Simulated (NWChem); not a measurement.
Species: BeNH2F; SMILES [NH2][Be][F]

```xyz
5

Be     0.0000     0.0000    -0.1005
F      0.0000     0.0000    -1.4865
N      0.0000     0.0000     1.4032
H      0.0000    -0.8244     1.9791
H      0.0000     0.8244     1.9791
```
Atoms are numbered in this order, from 1.

Results from NWChem. Medium grid unless said otherwise, to which SCAN and Minnesota functionals are sensitive. Geometry: optimised at PBE0-D3(BJ)/def2-TZVP. Total energies of different functionals are on different scales.

```tsv
level	energy (Ha)	highest occupied level (eV)	orbital gap (eV)	dipole (D)
B3LYP/def2-SVP	-170.5326	-6.99	6.76	2.30
PBE/def2-SVP	-170.3243	-5.78	5.15	2.26
TPSSh/def2-SVP	-170.5188	-6.46	6.28	2.28
TPSS/def2-SVP	-170.5359	-5.86	5.41	2.25
CAM-B3LYP/def2-SVP	-170.4627	-8.71	9.49	2.29
BP86/def2-SVP	-170.5139	-5.87	5.38	2.25
M06-2X/def2-SVP	-170.4589	-8.73	9.23	2.38
PW6B95/def2-SVP	-170.7167	-7.39	7.34	2.32
revPBE/def2-SVP	-170.4636	-5.74	5.12	2.24
LDA (Slater exchange, PW92)/def2-SVP	-169.2138	-5.91	5.26	2.34
```
